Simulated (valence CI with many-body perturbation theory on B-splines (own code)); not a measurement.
# Ce⁵¹⁺: electric-dipole lines

Calculated by relativistic CI+MBPT: five valence electrons over a frozen Dirac-Fock core [He], radial functions for each j: 9 s, 9 p, 8 d, 6 f, 3 g, 1 h, with the one-electron correlation potential Σ1 (screened to all orders), the two-electron term Σ2, the three-electron term Σ3, Breit, model QED; selected single and double excitations, second order for the rest (own B-spline code, finite nucleus).

The last digits are not significant, and no measured levels were compared; by estimate large intervals hold to a few tenths of a per cent, small ones and those within an open d or f shell to about a per cent. Among the levels kept, up to 1200 cm⁻¹ of a level comes from second order outside the variational space, and about a tenth of that is noise between levels of different J, which matters for small intervals.

Lines 51 to 100 of 251 in falling wavelength, among levels below 6342.0 eV, chosen from the strongest by gf and those to the six lowest levels. Wavelengths and rates use the calculated energies. Electric multipoles are in the length gauge, E1 and E2 with the static RPA response of the core. Weak lines are less certain than strong ones. Lines between different terms over intervals too small for the method are left out, as are lines whose strength nearly cancels. Where a level lies close to another of its J and parity, the split of strength between their lines is uncertain. The highest levels of a list are the least certain.

Levels are named by their leading jj configuration (3d3/2^4 stands for four electrons in 3d with j = 3/2), which in mixed levels can hold well under half, so a name can repeat and another be missing. Letters in brackets count levels of one name in rising energy.

```csv
λ vac (Å),Upper,Lower,A (s⁻¹),S (a.u.)
58.34,(2s^2 2p1/2 2p3/2 3p3/2) J=3/2 [a],(2s^2 2p1/2 2p3/2 3s) J=1/2,4.44e+10,1.74e-02
58.33,(2s 2p1/2^2 2p3/2 3d3/2) J=1/2,(2s^2 2p1/2 2p3/2 3d3/2) J=3/2 [a],6.22e+10,1.22e-02
57.70,(2s^2 2p1/2 2p3/2 3d3/2) J=5/2 [a],(2s^2 2p1/2 2p3/2 3p1/2) J=3/2 [a],9.09e+10,5.17e-02
57.61,(2s^2 2p1/2 2p3/2 3d3/2) J=7/2,(2s^2 2p1/2 2p3/2 3p1/2) J=5/2,1.15e+11,8.68e-02
57.58,(2s^2 2p1/2^2 3d3/2) J=3/2,(2s^2 2p1/2^2 3p1/2) J=1/2,1.20e+11,4.53e-02
57.48,(2s 2p1/2^2 2p3/2 3d3/2) J=3/2,(2s 2p1/2^2 2p3/2 3p1/2) J=3/2 [a],9.15e+10,3.43e-02
57.24,(2s 2p1/2^2 2p3/2 3p3/2) J=3/2 [b],(2s 2p1/2^2 2p3/2 3s) J=3/2 [b],8.87e+10,3.28e-02
57.08,(2s 2p1/2^2 2p3/2 3d3/2) J=7/2,(2s 2p1/2^2 2p3/2 3p1/2) J=5/2,5.94e+10,4.36e-02
57.03,(2s 2p1/2^2 2p3/2 3p3/2) J=3/2 [b],(2s 2p1/2^2 2p3/2 3s) J=1/2,9.47e+10,3.47e-02
56.91,(2s 2p1/2^2 2p3/2 3d3/2) J=1/2,(2s 2p1/2^2 2p3/2 3p1/2) J=3/2 [a],7.33e+10,1.33e-02
56.62,(2s^2 2p1/2 2p3/2 3d3/2) J=3/2 [a],(2s^2 2p1/2 2p3/2 3p1/2) J=1/2,7.50e+10,2.69e-02
56.59,(2s^2 2p1/2^2 3p3/2) J=3/2,(2s^2 2p1/2^2 3s) J=1/2,1.90e+11,6.81e-02
56.37,(2s 2p1/2^2 2p3/2^2) J=5/2,(2s^2 2p1/2 2p3/2^2) J=5/2,1.03e+10,5.48e-03
56.37,(2s 2p1/2^2 2p3/2 3p3/2) J=5/2 [a],(2s^2 2p1/2 2p3/2 3p3/2) J=5/2 [a],2.34e+10,1.24e-02
56.08,(2s 2p1/2^2 2p3/2 3p3/2) J=1/2 [b],(2s 2p1/2^2 2p3/2 3s) J=1/2,1.79e+11,3.12e-02
56.03,(2s 2p1/2^2 2p3/2 3s) J=3/2 [a],(2s^2 2p1/2 2p3/2 3s) J=3/2 [a],4.17e+10,1.45e-02
55.99,(2s^2 2p1/2 2p3/2 3d3/2) J=1/2 [a],(2s^2 2p1/2 2p3/2 3p1/2) J=1/2,1.11e+11,1.92e-02
55.56,(2s^2 2p1/2 2p3/2 3p3/2) J=5/2 [a],(2s^2 2p1/2 2p3/2 3s) J=3/2 [a],1.60e+11,8.15e-02
55.34,(2s^2 2p1/2 2p3/2 3p3/2) J=3/2 [b],(2s^2 2p1/2 2p3/2 3s) J=3/2 [b],7.49e+10,2.51e-02
54.94,(2s 2p1/2^2 2p3/2 3p3/2) J=1/2 [a],(2s 2p1/2^2 2p3/2 3s) J=3/2 [a],7.50e+10,1.23e-02
54.78,(2s 2p1/2^2 2p3/2 3p3/2) J=7/2,(2s 2p1/2^2 2p3/2 3s) J=5/2,5.36e+10,3.48e-02
54.70,(2s 2p1/2^2 2p3/2 3p3/2) J=1/2 [a],(2s^2 2p1/2 2p3/2 3p3/2) J=3/2 [a],5.61e+10,9.06e-03
54.70,(2s^2 2p1/2 2p3/2 3p3/2) J=5/2 [b],(2s^2 2p1/2 2p3/2 3s) J=3/2 [b],1.05e+11,5.11e-02
54.24,(2s^2 2p1/2 2p3/2 3d3/2) J=5/2 [b],(2s^2 2p1/2 2p3/2 3p1/2) J=5/2,5.33e+10,2.52e-02
53.55,(2s^2 2p1/2 2p3/2 3p3/2) J=5/2 [b],(2s^2 2p1/2 2p3/2 3s) J=5/2,1.20e+11,5.45e-02
52.67,(2s^2 2p1/2 2p3/2 3p3/2) J=1/2 [b],(2s^2 2p1/2 2p3/2 3s) J=3/2 [b],1.09e+11,1.57e-02
51.91,(2s^2 2p1/2 2p3/2 3p3/2) J=3/2 [b],(2s^2 2p1/2 2p3/2 3s) J=1/2,5.97e+10,1.65e-02
51.45,(2s 2p1/2^2 2p3/2^2) J=5/2,(2s^2 2p1/2 2p3/2^2) J=3/2,1.94e+10,7.84e-03
50.22,(2s 2p1/2^2 2p3/2 3p3/2) J=5/2 [a],(2s 2p1/2^2 2p3/2 3s) J=5/2,8.57e+10,3.21e-02
49.56,(2s^2 2p1/2 2p3/2 3p3/2) J=1/2 [b],(2s^2 2p1/2 2p3/2 3s) J=1/2,8.54e+10,1.03e-02
47.55,(2s 2p1/2^2 2p3/2^2) J=1/2,(2s^2 2p1/2 2p3/2^2) J=1/2,4.01e+10,4.25e-03
46.76,(2s^2 2p3/2^3) J=3/2,(2s 2p1/2^2 2p3/2^2) J=5/2,3.27e+08,6.60e-05
46.62,(2s 2p1/2^2 2p3/2 3s) J=1/2,(2s^2 2p1/2 2p3/2 3s) J=3/2 [b],1.59e+11,1.59e-02
46.49,(2s 2p1/2^2 2p3/2 3p1/2) J=3/2 [b],(2s^2 2p1/2 2p3/2 3p1/2) J=5/2,4.73e+10,9.38e-03
41.70,(2s 2p1/2^2 2p3/2^2) J=3/2,(2s^2 2p1/2 2p3/2^2) J=5/2,4.35e+10,6.22e-03
39.13,(2s 2p1/2^2 2p3/2^2) J=1/2,(2s^2 2p1/2 2p3/2^2) J=3/2,3.85e+08,2.28e-05
38.94,(2s 2p1/2^2 2p3/2^2) J=3/2,(2s^2 2p1/2 2p3/2^2) J=3/2,1.58e+10,1.84e-03
38.90,(2p1/2^2 2p3/2^3) J=3/2,(2s 2p1/2 2p3/2^3) J=5/2,1.10e+11,1.28e-02
18.93,(2s 2p1/2 2p3/2^3) J=3/2 [a],(2s^2 2p1/2 2p3/2^2) J=1/2,9.66e+09,1.29e-04
17.98,(2s 2p1/2^2 2p3/2^2) J=5/2,(2s^2 2p1/2^2 2p3/2) J=3/2,3.27e+11,5.63e-03
17.97,(2s 2p1/2 2p3/2^3) J=3/2 [a],(2s^2 2p1/2 2p3/2^2) J=5/2,4.13e+10,4.73e-04
17.44,(2s 2p1/2 2p3/2^3) J=3/2 [a],(2s^2 2p1/2 2p3/2^2) J=3/2,1.13e+12,1.18e-02
17.28,(2s 2p1/2^2 2p3/2 3d5/2) J=3/2,(2s^2 2p1/2^2 3d3/2) J=3/2,5.05e+11,5.14e-03
17.11,(2s 2p1/2 2p3/2^3) J=5/2,(2s^2 2p1/2 2p3/2^2) J=5/2,1.12e+12,1.66e-02
17.06,(2s^2 2p3/2^2 3s) J=5/2,(2s^2 2p1/2^2 3p3/2) J=3/2,2.61e+11,3.83e-03
16.95,(2s 2p1/2 2p3/2^3) J=1/2,(2s^2 2p1/2 2p3/2^2) J=1/2,8.16e+11,3.93e-03
16.93,(2s 2p1/2^2 2p3/2 3p3/2) J=5/2 [b],(2s^2 2p1/2^2 3p3/2) J=3/2,1.09e+12,1.57e-02
16.81,(2p1/2 2p3/2^4) J=1/2,(2s 2p1/2 2p3/2^3) J=3/2 [b],3.19e+12,1.50e-02
16.75,(2s 2p1/2^2 2p3/2 3p1/2) J=1/2,(2s^2 2p1/2^2 3p1/2) J=1/2,1.38e+12,6.39e-03
16.74,(2s 2p1/2^2 2p3/2 3p1/2) J=3/2 [b],(2s^2 2p1/2^2 3p1/2) J=1/2,1.37e+12,1.27e-02
```
